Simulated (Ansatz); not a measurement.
H2Se2Te, SMILES [Te]([SeH])[SeH].

Coordinates come from a B3LYP-D3(BJ)/def2-SVP optimisation. This is a generated structure with no PubChem entry under its InChIKey; it may be hypothetical. The def2 effective core potentials stand for the cores of Te; spin–orbit coupling is left out. One conformer was computed; it need not be the lowest.

Two levels are set side by side: PBE/def2-SVPD (Ansatz, a quantum-chemistry and plane-wave program) and PBE0/def2-SVPD (Ansatz). Energy differences of separate SCF runs at the same geometry; the states with an electron removed or added have multiplicity 2 and 2. Differences are taken from unrounded values.

```csv
quantity,PBE0
vertical ionisation energy (eV),8.69
vertical electron affinity (eV),0.85
vertical singlet–triplet gap (eV),2.58
```

Problem. What does PBE give, and how far is it from PBE0? (Estimate from the structure and the level; the computed values follow.)

Solution. 
```
quantity                            PBE  PBE minus PBE0
---------------------------------  ----  --------------
vertical ionisation energy (eV)    8.45           -0.24
vertical electron affinity (eV)    0.84           -0.01
vertical singlet–triplet gap (eV)  2.49           -0.09
```
